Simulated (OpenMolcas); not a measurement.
# Pt3+: moving or changing the point charges

Pt3+ among 6 point charges of -1.7 e arranged as a trigonal antiprism (D3d), 1.9 Å from the ion, with a polar angle of 61.9° against the regular 54.74°.

```json
{
 "Program": "OpenMolcas",
 "Method": "SS-CASPT2, IPEA 0.25 Eh, imaginary shift 0.1 Eh (closed shells correlated: 5s 5p)",
 "Basis": "ANO-RCC-VDZP [7s6p4d2f]",
 "Scalar Hamiltonian": "DKH2, point nucleus",
 "Active space": "7 electrons in 5 orbitals (5d)",
 "State averaging": "2S+1 = 4 even, 10 roots; 2S+1 = 2 even, 40 roots",
 "Spin-orbit coupling": "state interaction with AMFI integrals over the reference wave functions"
}
```

Runs around this geometry, states (labels of D3, the rotations of D3d). Energies in cm-1 above the lowest state or level, χT in cm3 K/mol.

```json
{"R (Å)": "1.9", "q (e)": "-0.85", "Polar angle / regular": "1.13", "Ground state": "4E", "First state of that spin": "4A2 380", "First gap with spin-orbit (degeneracies)": "790 (2, 2)", "χT at 300 K": "3.444", "First state of another spin": "2E 10400"}
{"R (Å)": "1.73", "q (e)": "-1.7", "Polar angle / regular": "1.13", "Ground state": "2E", "First state of that spin": "2E 13990", "First gap with spin-orbit (degeneracies)": "1500 (2, 2)", "χT at 300 K": "0.404", "First state of another spin": "4E 47"}
{"R (Å)": "1.9", "q (e)": "-1.7", "Polar angle / regular": "1.13", "Ground state": "4E", "First state of that spin": "4A2 3610", "First gap with spin-orbit (degeneracies)": "110 (2, 2)", "χT at 300 K": "2.293", "First state of another spin": "2E 4790"}
{"R (Å)": "2.02", "q (e)": "-1.7", "Polar angle / regular": "1.13", "Ground state": "4E", "First state of that spin": "4A2 2350", "First gap with spin-orbit (degeneracies)": "600 (2, 2)", "χT at 300 K": "2.849", "First state of another spin": "2E 7440"}
{"R (Å)": "1.9", "q (e)": "-1.7", "Polar angle / regular": "1.22", "Ground state": "4E", "First state of that spin": "4A2 6860", "First gap with spin-orbit (degeneracies)": "1290 (2, 2)", "χT at 300 K": "0.741", "First state of another spin": "2E 4170"}
```

Scaling the charges by -0.85 / -1.7 = 0.50 scales the first state of the same spin by 380 / 3610 = 0.11; with fixed orbitals a first-order splitting would follow the charge.

The ground state changes within this set.

Roots that are degenerate in the reference are averaged as groups; the widest CASPT2 spread within a group is 210 cm-1 (the 2-fold group of multiplicity 2 near 48600 cm-1 above the lowest state of its run, R = 1.73, q = -1.7, ratio = 1.13). Shifts and gaps below about the spread of the groups concerned are not significant. An orbital doublet at a regular site is open to a Jahn-Teller distortion, which this geometry leaves out. Free-ion shares, where given, are those of the reference states; single-state CASPT2 does not remix them. Spin-orbit coupling mixes the spin-free states strongly: the lowest level takes only 52 % from its leading state, 4E (figures for R = 1.9, q = -0.85, ratio = 1.13; the like holds for R = 1.73, q = -1.7, ratio = 1.13, R = 1.9, q = -1.7, ratio = 1.13, R = 2.02, q = -1.7, ratio = 1.13, R = 1.9, q = -1.7, ratio = 1.22). This shell can be high or low spin here, a state of another spin lies low, and with metal d orbitals alone active their balance is uncertain, so the ground spin may be wrong (holds for R = 1.9, q = -0.85, ratio = 1.13; R = 1.9, q = -1.7, ratio = 1.13; R = 2.02, q = -1.7, ratio = 1.13; R = 1.9, q = -1.7, ratio = 1.22). Point charges give a weaker field than real ligands, and real ions of this kind are as a rule low spin; the high spin found here belongs to the model (holds for R = 1.9, q = -0.85, ratio = 1.13; R = 1.9, q = -1.7, ratio = 1.13; R = 2.02, q = -1.7, ratio = 1.13; R = 1.9, q = -1.7, ratio = 1.22). This shell can be high or low spin here, a state of another spin lies low, and with metal d orbitals alone active their balance is uncertain, so the ground spin may be wrong, although the usual error favours high spin (holds for R = 1.73, q = -1.7, ratio = 1.13). This is an electrostatic model: the charges have no orbitals. No measured value stands beside these numbers.
